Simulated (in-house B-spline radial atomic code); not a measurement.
Successive ionisation energies of technetium; each step leads to the configuration of the next row (after the last: [He] 2s2 2p5). NIST's values go from ground level to ground level; the uncertainty of those that are theory runs from under 0.1 % in few-electron ions to several per cent in heavy many-electron ones. Computed with a B-spline radial code for spherical atoms: non-relativistic Hartree-Fock, average of the configuration, point nuclei.

This level leaves out relativity, spin-orbit splitting included, which matters for heavy ions.

| ion | configuration | ionisation energy (eV) | tabulated value (eV) | computed minus tabulated (eV) | highest orbital | largest mean radius (bohr) |
| --- | --- | --- | --- | --- | --- | --- |
| Tc22+ | [Ar] 3d3 | 1030.1 | 1032 | -2 | 3d | 0.39434 |
| Tc23+ | [Ar] 3d2 | 1096.8 | 1102 | -5 | 3d | 0.39069 |
| Tc24+ | [Ar] 3d1 | ? | ? | ? | ? | ? |
| Tc25+ | [Ne] 3s2 3p6 | 1350.6 | 1354 | -3 | 3p | 0.38351 |
| Tc26+ | [Ne] 3s2 3p5 | 1412.4 | 1411.6 | 1 | 3p | 0.38078 |
| Tc27+ | [Ne] 3s2 3p4 | 1475.1 | 1479.5 | -4 | 3p | 0.37809 |
| Tc28+ | [Ne] 3s2 3p3 | 1538.6 | 1559 | -20 | 3p | 0.37544 |
| Tc29+ | [Ne] 3s2 3p2 | ? | ? | ? | ? | ? |
| Tc30+ | [Ne] 3s2 3p1 | 1668.3 | 1689 | -21 | 3p | 0.37026 |
| Tc31+ | [Ne] 3s2 | 1790.8 | 1838 | -47 | 3s | 0.36772 |
| Tc32+ | [Ne] 3s1 | ? | ? | ? | ? | ? |
| Tc33+ | [He] 2s2 2p6 | 4493.3 | 4505 | -12 | 2p | 0.15111 |

(1) Fill in the row of Tc24+.

(2) Fill in the row of Tc29+.

(3) Fill in the row of Tc32+.

(4) Where is the largest jump?

(5) How far is this level of theory from the measured and semi-empirical values?

## Answers

(1) ionisation energy (eV): 1164.9; tabulated value (eV): 1166; computed minus tabulated (eV): -1; highest orbital: 3d; largest mean radius (bohr): 0.38708.

(2) ionisation energy (eV): 1603.0; tabulated value (eV): 1638; computed minus tabulated (eV): -35; highest orbital: 3p; largest mean radius (bohr): 0.37283.

(3) ionisation energy (eV): 1857.3; tabulated value (eV): 1900.28; computed minus tabulated (eV): -43; highest orbital: 3s; largest mean radius (bohr): 0.36492.

(4) From Tc32+ to Tc33+, by a factor of 2.42 (1857.3 to 4493.3 eV); the highest orbital goes from 3s to 2p.

(5) Over those 9 rows the differences run from -47.2 to +0.821 eV (mean absolute value 21 eV). The calculation leaves out relativity, correlation and, in open shells, the multiplet splittings that an average leaves out.
